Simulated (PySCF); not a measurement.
## Mn (manganese, neutral) across methods

[Ar] 3d4 4s2 5s1, high-spin 6D determinant (an excited configuration). Calculation: PySCF 2.14, in aug-cc-pVTZ with one added diffuse shell each of s, p, d, f, g type (9s8p6d4f3g, 118 functions); the non-relativistic Hamiltonian (point nucleus).

| method | E (hartree) | mean ε 4s α (eV) | mean ε 4s β (eV) | mean ε 5s α (eV) | Σ⟨r²⟩ (bohr²) | ⟨S²⟩ |
| --- | --- | --- | --- | --- | --- | --- |
| PBE0 | -1150.346 | -10.889 | -9.914 | -1.988 | 101.6 | 8.753 |
| r2SCAN | -1150.520 | -10.177 | -9.267 | -1.705 | 99.43 | 8.761 |
| UHF | -1149.46696 | -12.707 | -11.526 | -2.470 | 113.5 | 8.756 |
| LDA | -1148.171 | -10.300 | -9.329 | -1.692 | 99.07 | 8.752 |
| PBE | -1150.304 | -10.064 | -9.097 | -1.723 | 99.76 | 8.753 |
| r2SCAN0 | -1150.514 | -10.973 | -10.032 | -1.944 | 100.6 | 8.759 |
| PBEsol | -1149.185 | -10.098 | -9.123 | -1.703 | 99.46 | 8.753 |

**Question.** Estimate the same row for B3LYP.

**Answer.** E (hartree) = -1150.594; mean ε 4s α (eV) = -10.732; mean ε 4s β (eV) = -9.944; mean ε 5s α (eV) = -1.839; Σ⟨r²⟩ (bohr²) = 101.6; ⟨S²⟩ = 8.753.

The outer electron is Rydberg-like, and this basis confines it to a smaller radius and binds it less than a complete one would.
